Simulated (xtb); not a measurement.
CH$_{2}$Cl, doublet, geometry from GFN2-xTB; GFN1-xTB in xtb 6.7.1.

xtb was given this input:
```
$ xtb mol.xyz --gfn 1 --uhf 1 --ohess --json

# file mol.xyz
4

C     -1.09862696     0.00303740    -0.02301348
Cl     0.57686873    -0.00159488     0.01208396
H     -1.60478493     0.94530203    -0.03926969
H     -1.61022182    -0.93641342    -0.02807665
```

What the program printed (banner, timings and long lists left out):

```
   ID    Z sym.   atoms
    1    6 C      1
    2   17 Cl     2
    3    1 H      3, 4

           -------------------------------------------------
          |                Calculation Setup                |
           -------------------------------------------------

           -------------------------------------------------
          |                 G F N 1 - x T B                 |
           -------------------------------------------------

          ...................................................
          :                      SETUP                      :
          :.................................................:
          :  # basis functions                  18          :
          :  # atomic orbitals                  17          :
          :  # shells                            9          :
          :  # electrons                        13          :
          :  # halogen bonds                     0          :
          :  max. iterations                   250          :
          :  Hamiltonian                  GFN1-xTB          :
          :  restarted?                      false          :
          :  GBSA solvation                  false          :
          :  PC potential                    false          :
          :  electronic temp.          300.0000000     K    :
          :  accuracy                    1.0000000          :
          :  -> integral cutoff          0.2500000E+02      :
          :  -> integral neglect         0.1000000E-07      :
          :  -> SCF convergence          0.1000000E-05 Eh   :
          :  -> wf. convergence          0.2000000E-04 e    :
          :  Broyden damping             0.4000000          :
          :  net charge                          0          :
          :  unpaired electrons                  1          :
          ...................................................

 iter      E             dE          RMSdq      gap      omega  full diag
   1     -7.4021923 -0.740219E+01  0.702E+00    4.57       0.0  T
   2     -7.4044931 -0.230075E-02  0.421E+00    4.63       1.0  T
   3     -7.4048263 -0.333183E-03  0.345E-01    4.62       1.0  T
   4     -7.4049297 -0.103401E-03  0.518E-02    4.59       1.0  T
   5     -7.4049347 -0.498742E-05  0.393E-02    4.62       1.3  T
   6     -7.4049369 -0.229060E-05  0.101E-03    4.61      49.5  T
   7     -7.4049369 -0.174561E-09  0.223E-04    4.61     223.9  T
   8     -7.4049369 -0.135287E-09  0.822E-07    4.61   60812.7  T
[...]
         :: total energy              -7.354441128214 Eh    ::
 * total energy  :    -7.3544411 Eh     change       -0.5329071E-14 Eh
 * total energy  :    -7.3545611 Eh     change       -0.1200048E-03 Eh
 * total energy  :    -7.3545890 Eh     change       -0.2784809E-04 Eh
 * total energy  :    -7.3545909 Eh     change       -0.1941352E-05 Eh
   *** GEOMETRY OPTIMIZATION CONVERGED AFTER 4 ITERATIONS ***
         :: total energy              -7.354590922451 Eh    ::
[...]
          :  scaling factor                  1.0000000      :
          :  rotor cutoff                   50.0000000 cm⁻¹ :
          :  imag. cutoff                  -20.0000000 cm⁻¹ :
          :.................................................:

    mode    ω/cm⁻¹     T·S(HO)/kcal·mol⁻¹    T·S(FR)/kcal·mol⁻¹   T·S(vib)
   ------------------------------------------------------------------------
       1     35.32    -1.64153 ( 19.93%)    -1.15322 ( 80.07%)    -1.25056
   ------------------------------------------------------------------------

   temp. (K)  partition function   enthalpy   heat capacity  entropy
                                   cal/mol     cal/K/mol   cal/K/mol   J/K/mol
 298.15  VIB   6.54                  609.465      2.236      4.464
         ROT  0.164E+04              888.752      2.981     17.696
         INT  0.107E+05             1498.217      5.217     22.160
         TR   0.337E+27             1481.254      4.968     37.604
         TOT                        2979.4714    10.1851    59.7636   250.0509

       T/K    H(0)-H(T)+PV         H(T)/Eh          T*S/Eh         G(T)/Eh
   ------------------------------------------------------------------------
    298.15    0.474809E-02    0.265858E-01    0.283956E-01   -0.180980E-02
   ------------------------------------------------------------------------

         :::::::::::::::::::::::::::::::::::::::::::::::::::::
         ::                  THERMODYNAMIC                  ::
         :::::::::::::::::::::::::::::::::::::::::::::::::::::
         :: total free energy          -7.356400720743 Eh   ::
         ::.................................................::
         :: total energy               -7.354590922451 Eh   ::
         :: zero point energy           0.021837726213 Eh   ::
         :: G(RRHO) w/o ZPVE           -0.023647524504 Eh   ::
         :: G(RRHO) contrib.           -0.001809798291 Eh   ::
         :::::::::::::::::::::::::::::::::::::::::::::::::::::

optimized geometry written to: xtbopt.xyz

           -------------------------------------------------
          | TOTAL ENERGY               -7.354590922451 Eh   |
          | TOTAL ENTHALPY             -7.328005106399 Eh   |
          | TOTAL FREE ENERGY          -7.356400720743 Eh   |
          | GRADIENT NORM               0.000545192663 Eh/α |
          | HOMO-LUMO GAP               4.577013053855 eV   |
           -------------------------------------------------

normal termination of xtb
```
